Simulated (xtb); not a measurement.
xtb input (GFN2-xTB):

```bash
xtb mol.xyz --gfn 2 --ohess tight --chrg 1 --uhf 0
```
mol.xyz:
```
3

Bi     0.06458564     0.00830335     1.11364265
Cl     0.96884616    -1.53652918    -0.57270364
Cl    -1.03767533     1.50164064    -0.52729756
```

End of the output:

```
   ------------------------------------------------------------------------
    298.15    0.528625E-02    0.699746E-02    0.356536E-01   -0.286562E-01
   ------------------------------------------------------------------------

         :::::::::::::::::::::::::::::::::::::::::::::::::::::
         ::                  THERMODYNAMIC                  ::
         :::::::::::::::::::::::::::::::::::::::::::::::::::::
         :: total free energy         -11.079912058805 Eh   ::
         ::.................................................::
         :: total energy              -11.051255890294 Eh   ::
         :: zero point energy           0.001711216443 Eh   ::
         :: G(RRHO) w/o ZPVE           -0.030367384953 Eh   ::
         :: G(RRHO) contrib.           -0.028656168511 Eh   ::
         :::::::::::::::::::::::::::::::::::::::::::::::::::::

optimized geometry written to: xtbopt.xyz

           -------------------------------------------------
          | TOTAL ENERGY              -11.051255890294 Eh   |
          | TOTAL ENTHALPY            -11.044258427579 Eh   |
          | TOTAL FREE ENERGY         -11.079912058805 Eh   |
          | GRADIENT NORM               0.000022470008 Eh/α |
          | HOMO-LUMO GAP               1.604063364036 eV   |
           -------------------------------------------------

------------------------------------------------------------------------
------------------------------------------------------------------------
 total:
 SCF:
 ANC optimizer:
 analytical hessian:
```
